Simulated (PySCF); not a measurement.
Species: C4H10NSSi (doublet state).
Cartesian coordinates in Å at the GFN2-xTB level; atoms count from 1:
```xyz
17
C4H10NSSi angstrom
C     -1.733    1.105    1.202
Si    -1.063   -0.511    0.465
C     -1.142   -0.527   -1.440
C      0.752   -0.845    1.066
C      1.601    0.111    0.337
N      2.127   -0.300   -0.838
S      1.800    1.676    0.823
H     -1.938    1.017    2.264
H     -0.993    1.895    1.076
H     -2.649    1.419    0.710
H     -0.544    0.284   -1.853
H     -2.162   -0.394   -1.789
H     -0.773   -1.459   -1.859
H      1.054   -1.873    0.872
H      0.800   -0.653    2.134
H      2.719    0.337   -1.345
H      2.136   -1.272   -1.095
```

The hyperfine couplings belong to this conformer and change with its torsions.

The species is `C[Si](CC(=S)N)C` [radical].

The calculation used PySCF 2.14.0, UKS B3LYP, pcH-1 on C H N S Si, non-relativistic, mean-field spin-orbit, GIAO. Geometry: GFN2-xTB, one conformer, isolated molecule. Couplings are sensitive to structure, and on GFN2-xTB geometries they can be far from those on DFT ones, by a factor of two or more for some ions and for spin on atoms past the first row. No stability test was run, so a lower SCF solution isn't excluded.

Question: Match the computed a_iso(13C) values +33.4, +26.3, +23.1 MHz (means over equivalent nuclei) with the sites C1/C3; C4; C5.

Answer: 
```tsv
site	a_iso (MHz)	ρ(0) (bohr⁻³)	position	distance from Si2 (Å)	spin population	largest |T| (MHz)
C1/C3	+33.4	+0.0297	1 bond from Si2	1.90	0.00	8.5
C4	+23.1	+0.0205	1 bond from Si2	1.94	-0.01	6.2
C5	+26.3	+0.0234	2 bonds from Si2	2.74	0.00	5.6
```

ρ(0) is the spin density at the nucleus and T the dipolar tensor; a_iso includes a spin–orbit part; entries for several nuclei are means. The largest Mulliken spin population is on Si2 (+0.90). The angles at Si2 add up to 333.5°, so it is pyramidal.

Nuclei that the bonding pattern makes equivalent are averaged, as if the motion that swaps them (rotation, inversion, ring flip) were fast. H16 and H17 aren't averaged: N6 is flat or nearly so (angle sum 358°), and its turn about the short N6–C5 bond (1.35 Å) is taken as slow. The six 1H nuclei of mean +18.4 MHz run from -3.0 to 53.2 MHz in the frozen geometry. The 1H value of +4.5 MHz is a mean of couplings from -1.3 to 10.3 MHz in this one geometry, not an average over conformers.
